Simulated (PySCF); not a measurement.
# From a computed spectrum to the compound

A species of 7 atoms with charge 1 has these harmonic modes (PBE0, small Gaussian bases with core potentials, PySCF 2.14.0):

```tsv
cm⁻¹	km/mol	symmetry
33	0.0	a'
36	1.4	a''
48	0.0	a''
50	1.9	a'
81	0.0	a'
110	188.6	a'
119	4.2	a''
144	0.7	a'
197	13.4	a''
200	36.0	a'
283	12.8	a'
525	45.4	a''
1601	70.1	a'
3795	201.7	a'
3896	177.2	a''
```

Q: Which species is it, and in which structure?

A: [PbI3(H2O)]+ (singlet):
```xyz
7

Pb   -0.0767    0.0740   -0.0740
I     1.1762    2.1306    1.1935
I    -2.0174   -1.2728    1.2728
I     1.1762   -1.1935   -2.1306
O    -1.4470    1.4703   -1.4703
H    -1.7013    2.3853   -1.2781
H    -1.7013    1.2781   -2.3853
```
Ideal gas at 298.15 K and 1 bar: S = 499.6 J/(mol K), Cp = 126.6 J/(mol K), H − H(0 K) = 31.0 kJ/mol (rigid rotor, harmonic modes, spin degeneracy alone; the modes under 60 cm⁻¹ make these uncertain). 
 Other answers can fit too; this one was computed.
